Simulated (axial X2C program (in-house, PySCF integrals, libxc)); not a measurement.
# Spin–orbit effects down a group: molecules with Br, HF

Calculated with an axial X2C code built on PySCF integrals, spin-free (one-electron X2C) or two-component (2c: spin–orbit coupling with atomic mean-field Coulomb and Gaunt terms, which also bring small scalar terms), in Dyall basis sets with cores contracted in-house; open shells are unrestricted.

Basis sets: Br dyall-cv3z, Lu dyall-cv3z, Sc dyall-cv3z, Y dyall-cv3z.

```json
{"molecule": "ScBr", "spin-free state": "M_S = 1, Λ = 2", "Re (Å)": "2.568", "ωe (cm⁻¹)": "284.6", "De (eV)": "3.39", "2c state": "Ω = 1", "Re 2c (Å)": "2.569", "ωe 2c (cm⁻¹)": "284.3", "De 2c (eV)": "3.23"}
{"molecule": "YBr", "spin-free state": "M_S = 0, Λ = 0", "Re (Å)": "2.613", "ωe (cm⁻¹)": "254.0", "De (eV)": "3.72", "2c state": "Ω = 0", "Re 2c (Å)": "2.613", "ωe 2c (cm⁻¹)": "253.9", "De 2c (eV)": "n/a"}
{"molecule": "LuBr", "spin-free state": "M_S = 0, Λ = 0", "Re (Å)": "2.615", "ωe (cm⁻¹)": "213.2", "De (eV)": "4.30", "2c state": "Ω = 0", "Re 2c (Å)": "2.615", "ωe 2c (cm⁻¹)": "213.4", "De 2c (eV)": "n/a"}
```

Each entry is the lowest single determinant of a limited PBE0 search at one distance. De goes to single-determinant-based atoms at the same level (for ions the charge split of lowest energy) and is withheld (n/a) where an atom does not fit its ground term or J level. Main or longest-lived isotopes. One determinant is a doubtful description, or other states lie close, for ScBr, YBr; these need not be ground states, and all values refer to the states named. With several unpaired electrons the Ω given is that of one determinant, not necessarily of the lowest component.
